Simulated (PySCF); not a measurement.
## Electron correlation in K²⁺ (potassium, charge +2)

[Ne] 3s2 3p5, 2P determinant. All numbers are calculated (PySCF 2.14, the non-relativistic Hamiltonian (point nucleus), in 6-31G* (5s4p3d, 32 functions)). Frozen: [Ne] 3s2; 5 electrons correlated.

Total MP2 correlation energy: -73.54 mhartree.

Same-spin part -23.26 and opposite-spin part -50.28 mhartree; SCS-MP2 scales them by 1/3 and 6/5 to -68.09 mhartree.

```json
{"level": "CCSD", "correlation energy (mhartree)": "-88.88"}
{"level": "(T)", "correlation energy (mhartree)": "-0.03"}
{"level": "CCSD(T)", "correlation energy (mhartree)": "-88.91"}
```

Diagnostics: T1 = 0.0013, D1 = 0.0021, largest double amplitude 0.029.

Cost of the coupled-cluster step: 0.33 s of wall time on 1 thread of Neoverse-N1 (shared host), for 5 correlated electrons.

Iterations:

```
CC2 = 0
CCSD nocc = (np.int64(3), np.int64(2)), nmo = (26, 26)
frozen orbitals [[0, 1, 2, 3, 4, 5], [0, 1, 2, 3, 4, 5]]
max_cycle = 100
direct = 0
conv_tol = 1e-08
conv_tol_normt = 1e-06
diis_space = 8
diis_start_cycle = 0
Init t2, MP2 energy = -0.0735389156100802
Init E_corr(UCCSD) = -0.0735389156100867
cycle = 1  E_corr(UCCSD) = -0.08608022626948  dE = -0.0125413107  norm(t1,t2) = 0.0274468
cycle = 2  E_corr(UCCSD) = -0.0882721016819896  dE = -0.00219187541  norm(t1,t2) = 0.00624151
cycle = 3  E_corr(UCCSD) = -0.0888938071968887  dE = -0.000621705515  norm(t1,t2) = 0.00194048
cycle = 4  E_corr(UCCSD) = -0.0888817656393426  dE = 1.20415575e-05  norm(t1,t2) = 0.00025544
cycle = 5  E_corr(UCCSD) = -0.0888823464178929  dE = -5.8077855e-07  norm(t1,t2) = 1.60424e-05
cycle = 6  E_corr(UCCSD) = -0.0888822545703292  dE = 9.18475637e-08  norm(t1,t2) = 1.88134e-06
cycle = 7  E_corr(UCCSD) = -0.0888822634500534  dE = -8.87972418e-09  norm(t1,t2) = 2.54071e-07
UCCSD converged
E(UCCSD) = -597.9029747088138  E_corr = -0.08888226345005337
UCCSD(T) correction = -3.29914605142713e-05
```
